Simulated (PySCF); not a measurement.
**How methods differ on the ionisation energy of Xe**

Xe [Xe] (1S) → Xe⁺ [Kr] 4d10 5s2 5p5 (2P), as a difference of total energies. Calculation: PySCF 2.14, in aug-cc-pwCVTZ-DK3 with one added diffuse shell each of s, p, d, f type (11s10p8d5f1g, 125 functions); scalar relativity by spin-free X2C-1e. Correlated levels: valence: [Kr] 4d10 frozen; valence and next inner shell: [Ar] 3d10 frozen. The calculations carry no spin-orbit coupling.

```json
{"method": "UHF", "ionisation energy (eV)": "11.448", "error (eV)": "-1.117"}
{"method": "LDA", "ionisation energy (eV)": "12.624", "error (eV)": "+0.059"}
{"method": "PBE", "ionisation energy (eV)": "12.328", "error (eV)": "-0.237"}
{"method": "PBE0", "ionisation energy (eV)": "12.389", "error (eV)": "-0.176"}
{"method": "r2SCAN", "ionisation energy (eV)": "12.413", "error (eV)": "-0.152"}
{"method": "wB97M-V", "ionisation energy (eV)": "12.300", "error (eV)": "-0.265"}
{"method": "BHandHLYP", "ionisation energy (eV)": "12.328", "error (eV)": "-0.237"}
{"method": "wB97X", "ionisation energy (eV)": "12.330", "error (eV)": "-0.235"}
{"method": "MP2 (valence)", "ionisation energy (eV)": "12.299", "error (eV)": "-0.266"}
{"method": "SCS-MP2 (valence)", "ionisation energy (eV)": "12.231", "error (eV)": "-0.334"}
{"method": "MP2 (valence and next inner shell)", "ionisation energy (eV)": "12.457", "error (eV)": "-0.108"}
{"method": "SCS-MP2 (valence and next inner shell)", "ionisation energy (eV)": "12.342", "error (eV)": "-0.223"}
```

Reference: 12.565 eV (measured; NIST levels, between the centres of gravity of the two terms).

Errors of the correlated levels include the incompleteness of this basis and the frozen core.
